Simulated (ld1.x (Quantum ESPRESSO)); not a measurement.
## holmium, TM: configuration errors across variants

```json
{"Element": "holmium", "Generator": "ld1.x (Quantum ESPRESSO) 7.5", "Type": "norm-conserving Troullier–Martins (Kleinman–Bylander form)", "Functional": "LDA (PZ)", "Relativity": "fully relativistic", "Frozen core": "[Xe] 4f10", "Valence charge": "3", "Reference configuration": "5d1 6s1.5 6p0 (charge +0.5)", "Partial waves": "6s (bound): rc 2.80 bohr; 6p (bound, empty): rc 3.75 bohr; 5d (bound): rc 1.95 bohr", "Local potential": "all-electron potential smoothed inside 3.15 bohr (lloc = -1)", "Core correction": "a·sin(br)/r model core, default radius (core density twice the valence density)"}
```

Open shells are filled in proportion to 2j + 1 (rel_dist='average').

All-electron excitation energies from the reference (eV): (1) 5d1 6s2 6p0 -2.895; (2) 5d1 6s1 6p0 4.261; (3) 5d1 6s0 6p0 17.140; (4) 5d0 6s2 6p1 -1.324; (5) 5d1.5 6s1.5 6p0 -1.793; (6) 5d2 6s1 6p0 -0.615; (7) 5d2 6s0 6p0 5.973.

The default core radius of the base comes out at 2.33 bohr.

2 further variants failed, have other tests or too few solved ones, and are left out.

A true bound ghost makes a file unfit for plane-wave use even where its test errors are small: the radial tests pick states by their node count and pass the ghost by.

Errors AE − PS in meV (a dash: test not solved or not reliable):

| change | (1) | (2) | (3) | (4) | (5) | (6) | (7) | bound ghosts |
| --- | --- | --- | --- | --- | --- | --- | --- | --- |
| base | 0.0 | -0.8 | -39 | -64 | -6.4 | -26 | -42 | none |
| local potential the p channel | -1.1 | -2.4 | -55 | -92 | -13 | -41 | -46 | none |
| wave 5d (bound): rc 1.95 bohr becomes 5d (bound): rc 1.90 bohr | 0.0 | -0.8 | -39 | -64 | -6.4 | -26 | -42 | none |
| all radii but the core radius scaled by about 1.37 (s 3.84, p 5.14, d 2.68 bohr); local potential all-electron potential smoothed inside 4.32 bohr (lloc = -1) | -3.1 | -5.3 | -81 | -66 | -17 | -45 | -29 | none |
| core correction a·sin(br)/r model core inside 1.52 bohr | -0.2 | -0.9 | -40 | -91 | -8.7 | -35 | -62 | none |
| wave 6s (bound): rc 2.80 bohr becomes 6s (bound): rc 2.48 bohr | +0.5 | -0.2 | -40 | -42 | -3.9 | -20 | -30 | s |

Problem. Give the same row for: local potential all-electron potential smoothed inside 1.84 bohr (lloc = -1).

Solution. -0.6, -1.6, -37, -87, -8.4, -28, -41; bound ghosts: s, p3/2, p1/2.
